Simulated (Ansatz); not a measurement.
Calculated with Ansatz (gas phase, PBE0-D4/def2-TZVP geometries, no zero-point term in ΔE). CCSD(T)/CBS adds triple-zeta CCSD(T) − MP2 to the extrapolated MP2 energy (def2 sets, frozen cores). Each species was taken in one conformer, which may not be the lowest.

Reaction (formal exchange of groups at the Si–C bond): `C=N/C(F)=C/[SiH3]` + `CC(F)Cl` → `FC(Cl)C[SiH3]` + `C=NC(=C)F`

```tsv
species	HF/CBS(def2) energy (Eh)
`C=N/C(F)=C/[SiH3]`	-560.01469
`CC(F)Cl`	-637.11408
`FC(Cl)C[SiH3]`	-927.22712
`C=NC(=C)F`	-269.89455
```

Question: Work out ΔE.

Answer: ΔE = (-927.22712) + (-269.89455) − (-560.01469) − (-637.11408) = 0.00710 Eh = +0.19 eV. CCSD(T)/CBS gives +0.16 eV.

Largest T1 diagnostic among the species: 0.014.
